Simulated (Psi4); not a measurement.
ethylenediamine (C2H8N2), singlet, at a GFN2-xTB geometry. Base run: HF/STO-3G in Psi4.

The Psi4 input:
```
memory 2 GB

molecule mol {
0 1
  N     1.803892    0.386268   -0.224428
  C     0.556944    0.177002    0.492213
  C    -0.554922   -0.184469   -0.491756
  N    -1.759348   -0.550724    0.234509
  H     2.552318    0.599947    0.425329
  H     1.714755    1.170961   -0.862384
  H     0.238868    1.053641    1.084956
  H     0.696963   -0.659102    1.180802
  H    -0.234142   -1.049638   -1.076059
  H    -0.702784    0.659142   -1.189946
  H    -2.493257   -0.818000   -0.411963
  H    -2.096663    0.239043    0.775954
}

set basis sto-3g
set reference rhf

energy('scf')
print_variables()
```

The base run was repeated with changes; each row names its change, and settings that it needs were set with it.

```json
[
 {"change": "base", "ΔE vs base (eV)": "0.00", "point group used": "c1", "SCF cycles": "7"},
 {"change": "jitter_ang = 0.002", "ΔE vs base (eV)": "0.00", "point group used": "c1", "SCF cycles": "7"},
 {"change": "molecule keys = symmetry c1, no_reorient, no_com", "ΔE vs base (eV)": "0.00", "point group used": "c1", "SCF cycles": "7"},
 {"change": "molecule keys = symmetry c1", "ΔE vs base (eV)": "0.00", "point group used": "c1", "SCF cycles": "7"},
 {"change": "molecule keys = no_reorient", "ΔE vs base (eV)": "0.00", "point group used": "c1", "SCF cycles": "7"}
]
```
